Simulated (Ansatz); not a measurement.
## One arrangement of a pair

The pair of H2Te (SMILES [TeH2], atoms 1–3) and SbH3 (SMILES [SbH3], atoms 4–7), both closed shells, in one local arrangement (a lower one may exist), relaxed at PBE0-D4/def2-TZVP:

Te1  (0.447, -0.349, -2.445)
H2  (0.559, 1.303, -2.479)
H3  (-1.196, -0.242, -2.272)
Sb4  (0.717, -0.008, 1.591)
H5  (-0.020, -1.518, 1.295)
H6  (-0.683, 0.831, 1.091)
H7  (0.177, -0.017, 3.219)
(Å)

Program: Ansatz 0.2.0. Basis: def2-TZVPPD, with def2-QZVPPD for the basis limit. Cores are frozen in the correlated methods. Filled d shells of the heavier atoms are correlated. Core potentials replace the inner electrons of the atoms past krypton. The def2 sets are not built for correlating such inner shells, so the correlated values are less sure here. Extrapolation: Hartree–Fock as exp(−7.88 √X), correlation as X^−2.97. Interaction energies count from these two fragments, frozen as in the pair, with the counterpoise correction; negative means bound.

(1) What is the interaction energy by CCSD(T) at an estimated basis limit (MP2 extrapolated from triple and quadruple zeta, plus CCSD(T) − MP2 in triple zeta)? (Judge from chemistry; the value comes from the calculation.)

(2) Which atoms make the shortest contact between the fragments?

No T1 diagnostic of these runs exceeds 0.015.

Results:

(1) Computed: -1.71 kcal/mol. Hartree–Fock alone gives 1.03 kcal/mol at the basis limit, so without correlation the pair would not bind at this distance. Plain CCSD(T) in triple zeta gives -1.09 kcal/mol; the step to the limit is large here, so the limit is uncertain. It counts from the two fragments frozen as in the pair.

(2) H3 and H6, 3.57 Å apart.

Basis-set superposition shift (counterpoise-corrected less uncorrected): CCSD(T) 0.72; MP2 0.72; HF 0.03; PBE0-D4 0.03; wB97M-V 0.05 kcal/mol.

For scale, one of the runs: CCSD(T)/def2-TZVPPD, 200 basis functions, launched by `ansatz run in.yaml --threads 4 --pin off --events-out ev --progress --plain --max-ram 9574MiB`. Time: 63 s of wall clock on 4 CPU threads of an AMD EPYC 7B13; the host was shared. Peak host memory: 3 GiB.
